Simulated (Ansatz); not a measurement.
Gas-phase reaction in SMILES: O[Si](O)(Br)Br + H+ → O[Si]([OH2+])(Br)Br
Geometries: B3LYP-D3(BJ)/def2-TZVP minima from Ansatz (a program for electronic structure), one conformer each, not searched for the lowest. Frequencies are from Ansatz.

Property: proton affinity (enthalpy at 298 K, with B3LYP-D3(BJ) rigid-rotor harmonic-oscillator terms), positive where the reaction releases energy, in kcal/mol. Valence correlation only, unless marked. Spin-orbit coupling is left out. Frozen are the shells of the preceding noble gas and the d and f shells that filled before the atom's block. Non-relativistic. CBS marks a two-point X^-3 extrapolation of the correlation energy; Hartree-Fock from the larger set. [CCSD(T)-MP2]/basis is that difference in the basis named.

```
level                     program  proton affinity (kcal/mol)
-----------------  --------------  --------------------------
HF/STO-3G                  Ansatz                       244.7
PBE-D4/def2-TZVPD  Ansatz + dftd4                       175.7
```

**Question.** Estimate the value at RI-MP2/CBS(def2-TZVPP,def2-QZVPP)+[CCSD(T)-MP2]/def2-TZVPP as computed with Ansatz.

**Answer.** 175.3 kcal/mol, so PBE-D4/def2-TZVPD differs from it by 0.4 kcal/mol.
